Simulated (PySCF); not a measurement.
Job for PySCF: R-B3LYP/6-31G* on CH5N (SMILES CN) with ghost functions, monomers drawn apart or pushed together.

```python
from pyscf import gto, scf, dft, mp
from pyscf.data.elements import chemcore

mol = gto.M(
    atom='''
    C     0.31160770   -0.02126790    5.87724656
    N    -1.07179426   -0.42861654    5.63462415
    H     0.48144135    0.95768033    5.42657353
    H     0.98423572   -0.72335477    5.38237236
    H     0.60041322    0.03728355    6.93522601
    H    -1.71976955    0.21662932    6.06975650
    H    -1.25337566   -1.34329390    6.02950488
    ghost-C    0.06534539    0.01999414    0.07014808
    ghost-H    0.93317877   -0.63723233    0.01232120
    ghost-H   -0.46566412   -0.15390125    1.00591265
    ghost-H    0.39821374    1.05703365    0.02351863
    ghost-H   -0.59431880   -0.18274317   -0.77340044
    ''',
    basis='6-31g*',
    cart=True,
    charge=0, spin=0, verbose=3, max_memory=1800)
mf = dft.RKS(mol, xc='b3lyp')
mf.conv_tol = 1e-8
mf.max_cycle = 100
mf.kernel()
if not mf.converged:
    mf = mf.newton().run(mf.mo_coeff, mf.mo_occ)
```

Output:

```
converged SCF energy = -95.8530137930603
```

Self-consistency was reached.

Cost: roughly 4 core-seconds.
